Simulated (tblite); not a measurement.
Species: C6H7ClNO (doublet state).
SMILES with atom numbers: `[CH2:1]=[C:2]([CH:3]/[CH:4]=[CH:5]\[Cl:6])[C:7]([NH2:8])=[O:9]` (hydrogens: H10, H11 on C1; H12 on C3; H13 on C4; H14 on C5; H15, H16 on N8)

Cartesian coordinates in Å at the GFN2-xTB level; atoms count from 1:
```xyz
16
C6H7ClNO angstrom
C      0.3247   -2.0017   -0.2935
C      0.5647   -0.6754   -0.1516
C     -0.4101    0.3526   -0.1455
C     -1.7892    0.1639   -0.2356
C     -2.7192    1.1570   -0.2395
Cl    -2.3243    2.8159   -0.1373
C      2.0101   -0.2767   -0.0192
N      2.2420    0.7474    0.8384
O      2.9042   -0.8303   -0.6196
H     -0.6641   -2.4100   -0.3978
H      1.1499   -2.6908   -0.3167
H     -0.0592    1.3742   -0.1064
H     -2.1762   -0.8429   -0.2989
H     -3.7767    0.9651   -0.3070
H      3.1957    1.0261    0.9998
H      1.5202    1.1346    1.4190
```

Method: GFN2-xTB as coded in tblite; computed harmonic values from a numerical Hessian at the method's own geometry, unscaled. The method is semi-empirical: single wavenumbers can be off by several per cent or more. One conformer, not necessarily the lowest. Open shells enter through the occupations alone, without spin polarisation, and single modes of such species can be off by tens of per cent.

Harmonic wavenumbers (cm⁻¹): 44.6, 48.6, 86.2, 121.5, 208.3, 270.6, 312.8, 322.5, 355.1, 374.0, 504.0, 513.8, 564.9, 579.7, 632.5, 680.1, 722.2, 752.1, 782.1, 820.9, 844.6, 910.2, 1006.0, 1025.8, 1136.8, 1182.6, 1233.6, 1278.5, 1293.4, 1374.1, 1419.7, 1446.4, 1454.6, 1555.9, 1749.1, 3071.7, 3083.4, 3098.5, 3120.3, 3153.3, 3469.9, 3544.3.

A = 2820, B = 626.4, C = 528.9 MHz; mass 144.022 u (most abundant isotopes); point group C1, symmetry number 1; spin multiplicity 2.

Problem. Zero-point energy?

Solution. ½Σν̃ = 25075 cm⁻¹ = 71.69 kcal/mol.

Problem. Entropy at 200 K, 1 bar (ideal gas, RRHO, classical rotation)?

Solution. Translation 38.85, rotation 29.03, vibration 19.85, spin (R ln 2) 1.38: S = 89.1 cal/(mol K).

Problem. And Cp and H(200 K) − H(0)?

Solution. Cp = 28.67 cal/(mol K), of which vibrations give 20.72 (their classical limit is 42 R = 83.5); H(200 K) − H(0) = 3.68 kcal/mol without the zero-point energy, 2.09 from vibrations.

Problem. Which modes carry the vibrational entropy at 200 K?

Solution. 44.6 cm⁻¹: 4.25; 48.6 cm⁻¹: 4.09; 86.2 cm⁻¹: 2.97; 121.5 cm⁻¹: 2.32; 208.3 cm⁻¹: 1.36; 270.6 cm⁻¹: 0.95 cal/(mol K); the other 36 give 3.91 together.

Problem. How do the functions run with temperature in this model?

Solution. 
```json
{"T (K)": "150", "S (cal/(mol K))": "81.6", "Cp (cal/(mol K))": "23.5", "H − H(0) (kcal/mol)": "2.38", "G − H(0) (kcal/mol)": "-9.87", "ln q(vib)": "3.40"}
{"T (K)": "250", "S (cal/(mol K))": "96.0", "Cp (cal/(mol K))": "33.7", "H − H(0) (kcal/mol)": "5.24", "G − H(0) (kcal/mol)": "-18.77", "ln q(vib)": "6.04"}
{"T (K)": "298.15", "S (cal/(mol K))": "102.4", "Cp (cal/(mol K))": "38.2", "H − H(0) (kcal/mol)": "6.97", "G − H(0) (kcal/mol)": "-23.55", "ln q(vib)": "7.30"}
{"T (K)": "400", "S (cal/(mol K))": "114.8", "Cp (cal/(mol K))": "46.7", "H − H(0) (kcal/mol)": "11.32", "G − H(0) (kcal/mol)": "-34.62", "ln q(vib)": "9.93"}
{"T (K)": "600", "S (cal/(mol K))": "136.2", "Cp (cal/(mol K))": "58.7", "H − H(0) (kcal/mol)": "21.95", "G − H(0) (kcal/mol)": "-59.79", "ln q(vib)": "14.90"}
{"T (K)": "900", "S (cal/(mol K))": "162.2", "Cp (cal/(mol K))": "69.3", "H − H(0) (kcal/mol)": "41.29", "G − H(0) (kcal/mol)": "-104.71", "ln q(vib)": "21.68"}
```

q(vib) and H(0) count from the zero-point level.

Hindered rotation and anharmonicity are outside this model. Other conformers, if any are populated, would add a mixing term that is left out. The structure is chiral; the term R ln 2 for an equal mix with its mirror image is left out.
